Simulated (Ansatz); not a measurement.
Geometry optimisation, RKS PBE/def2-SVP (Ansatz 0.2.0).

input.yaml

```yaml
crystal:
  periodic: [false, false, false]
  atoms:
    - { symbol: Ta, position_ang: [-0.006711, 0.101914, 0.055911] }
    - { symbol: "N", position_ang: [2.091713, 0.265186, 0.160685] }
    - { symbol: H, position_ang: [2.592524, 0.534696, 1.014118] }
    - { symbol: H, position_ang: [2.69955, 0.229306, -0.664723] }
    - { symbol: Cl, position_ang: [0.152553, 0.345053, 2.37548] }
    - { symbol: Cl, position_ang: [0.46108, -0.467981, -2.167406] }
    - { symbol: Cl, position_ang: [-0.9731, 2.131977, -0.363457] }
    - { symbol: Cl, position_ang: [-1.66245, -1.515998, 0.20388] }
    - { symbol: Cl, position_ang: [1.593096, -3.087177, 0.913817] }
    - { symbol: H, position_ang: [2.220545, -1.937376, 0.611194] }
basis:
  gaussian: { orbitals: def2-SVP }
hamiltonian:
  xc: pbe
relax:
  f_tol: 0.03
  max_steps: 50
output:
  orbitals: {}
```

Launched with:

```bash
$ ansatz run input.yaml --threads 4 --pin off --max-ram 5120MiB --backend cpu --events-out ev --progress --plain --runs-dir out
```

Where does it end, and by what steps?

The run converged. After 8 steps the energy has fallen by 0.194 eV; Cl9 moved furthest, 0.65 Å.

| step | energy less start (eV) | largest force component (eV/Å) | accepted |
| --- | --- | --- | --- |
| 0 | 0.0000 | 1.563 | yes |
| 1 | -0.1084 | 0.680 | yes |
| 2 | -0.1395 | 0.501 | yes |
| 3 | -0.1540 | 0.670 | yes |
| 4 | -0.1755 | 0.246 | yes |
| 5 | -0.1878 | 0.233 | yes |
| 6 | -0.1937 | 0.038 | yes |
| 7 | -0.1940 | 0.040 | yes |
| 8 | -0.1941 | 0.003 | yes |

```xyz
10
Properties=species:S:1:pos:R:3
Ta -0.052 0.254 0.026
N 1.929 0.011 0.220
H 2.435 0.273 1.074
H 2.558 -0.050 -0.588
Cl 0.028 0.682 2.331
Cl 0.367 -0.202 -2.235
Cl -0.966 2.322 -0.442
Cl -1.471 -1.546 0.270
Cl 2.224 -3.216 0.872
H 2.118 -1.928 0.612
```

Whether the end is a true minimum wasn't checked by a vibrational analysis.

Run time: 22 s on 4 threads of Arm Neoverse V2, on a shared host, peak memory 0.26 GiB.
